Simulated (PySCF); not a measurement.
Radial density of Ce³⁺ (cerium, charge +3)

HSE06, [Xe] 4f1, 2F determinant. All numbers are calculated (PySCF 2.14, the spin-free X2C one-electron Hamiltonian (Gaussian nucleus), in x2c-TZVPPall (11s7p7d4f2g, 113 functions)).

| r (bohr) | 4πr²ρ (e/bohr) | 4πr²(ρα − ρβ) |
| --- | --- | --- |
| 0.0280 | 67.91 | 0.0005 |
| 0.0470 | 77.49 | 0.0008 |
| 0.0791 | 99.88 | -0.0009 |
| 0.133 | 73.45 | 0.0031 |
| 0.224 | 86.13 | 0.0836 |
| 0.377 | 35.27 | 0.4426 |
| 0.633 | 36.09 | 0.9268 |
| 1.07 | 12.19 | 0.7183 |
| 1.79 | 5.816 | 0.1992 |
| 3.01 | 0.4810 | 0.0083 |
| 5.07 | 0.001154 | 0.0002 |
| 8.53 | 1.637e-05 | 0.0000 |

Densities and radii are taken from the X2C orbitals without a picture-change correction, which distorts them close to the nucleus.

Spin-orbit coupling, absent here, splits the open shell strongly.
